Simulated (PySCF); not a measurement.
Polarisability and C₆ of Tl (thallium, neutral)

[Xe] 4f14 5d10 6s2 6p1, 2P determinant. Computed with PySCF 2.14 in aug-cc-pV5Z-PP with ECP60MDF (8s8p6d4f3g2h, 139 functions), with scalar relativity through the core potential. Coupled (time-dependent) response in atomic units; α is the mean over directions.

| method | mean α (bohr³) | α xx, yy, zz | C₆ (like pair) | S(−4) |
| --- | --- | --- | --- | --- |
| PBEsol | 83.33 | 57.16, 135.7, 57.16 | 860.1 | 6028 |

S(−4) is the Cauchy moment in α(ω) = α(0) + S(−4) ω² + …

Reference α: 50 ± 2 bohr³ (recommended; Schwerdtfeger and Nagle, table of static dipole polarizabilities (2023 update)). Published C₆: 509.0 (Gould and Bucko (2016)).

Spin-orbit coupling is absent.

α(iu) at PBEsol:

| u (hartree) | α(iu) (bohr³) |
| --- | --- |
| 0 | 83.33 |
| 0.0500 | 71.59 |
| 0.100 | 54.06 |
| 0.200 | 33.09 |
| 0.300 | 22.97 |
| 0.500 | 13.66 |
| 0.750 | 8.787 |
| 1.00 | 6.359 |
| 1.50 | 3.937 |
| 2.00 | 2.725 |
| 3.00 | 1.535 |
| 5.00 | 0.6729 |

A single London oscillator, α(iu) = α/(1 + u²/ω²), gives C₆ = (3/4) ω α². Matching the computed C₆ needs ω = 4 × 860.1 / (3 × 83.33²) = 0.165 hartree.

The components differ because the open shell of this determinant is not spherical; for a pure term their mean is the scalar polarisability.

Energies and moments cover only the electrons outside the core potential. Spin-orbit coupling, absent here, splits the open shell strongly.
